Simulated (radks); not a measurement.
Species: Dy4+. Configuration: [Xe] 4f7 6s1 (not the ground configuration). All-electron calculation, scalar-relativistic Kohn-Sham, PBE, spin-polarised, spherical densities, finite nucleus; open shells are filled with parallel spins first (spin-orbit coupling, left out, can overturn this in heavy ions); Fermi nuclear charge, rms radius 5.2218 fm. Program: a radial shooting solver on a logarithmic mesh with Libxc functionals.

Local quantities along the radius. ELF = 1/(1 + alpha^2) is the electron localisation function; alpha = (tau - tau_W)/tau_unif compares the Pauli kinetic energy density with that of the uniform gas (summed over spins); s = |grad rho|/(2 (3 pi^2)^(1/3) rho^(4/3)) is the reduced gradient; -r V(r) is the screened charge that the Kohn-Sham potential of spin up presents (atomic units); 4 pi r^2 rho is in e/bohr. tau is taken from the large components.

r (bohr),ELF,alpha,s,-r V(r),4 pi r^2 rho
0.0008758,0.999,0.02366,0.9114,65.72,3.778
0.001178,0.999,0.02426,0.7840,65.60,6.100
0.001583,0.999,0.02564,0.6908,65.44,9.713
0.002129,0.999,0.02810,0.6254,65.23,15.18
0.002862,0.999,0.03226,0.5830,64.94,23.13
0.003848,0.998,0.03924,0.5607,64.56,34.09
0.005173,0.997,0.05137,0.5570,64.06,48.05
0.006955,0.995,0.07377,0.5723,63.39,63.80
0.00935,0.986,0.1190,0.6075,62.53,78.40
0.01257,0.954,0.2200,0.6613,61.41,87.40
0.0169,0.824,0.4625,0.7159,59.99,87.40
0.02272,0.512,0.9764,0.6974,58.21,80.94
0.03055,0.328,1.432,0.5004,55.99,79.04
0.04075,0.459,1.085,0.3003,53.41,92.07
0.05479,0.703,0.6503,0.3107,50.24,113.1
0.07366,0.711,0.6369,0.4375,46.50,115.4
0.09903,0.430,1.151,0.4752,42.19,95.33
0.1331,0.392,1.245,0.2507,37.45,91.58
0.179,0.696,0.6604,0.2745,32.48,105.1
0.2407,0.659,0.7188,0.5225,27.36,81.98
0.3236,0.238,1.789,0.4574,22.27,47.36
0.435,0.575,0.8605,0.1719,17.59,51.75
0.5849,0.714,0.6325,0.4158,13.31,48.09
0.7864,0.426,1.161,0.6260,9.948,25.36
1.057,0.409,1.201,0.5215,7.650,14.14
1.41,0.646,0.7406,0.7201,6.204,8.632
1.896,0.372,1.298,1.266,5.268,3.188
2.549,0.275,1.626,1.565,4.840,0.9658
3.427,0.854,0.4135,2.552,4.555,0.3020
4.607,0.986,0.1183,7.104,4.457,0.04146
6.195,0.996,0.06294,31.03,4.192,0.001320

On this mesh the ELF has minima near r = 0.031, 0.12, 0.32, 0.91, 2.2 bohr, which separate the shells, and maxima near 0.064 (0.74), 0.21 (0.74), 0.50 (0.72), 1.4 (0.65).
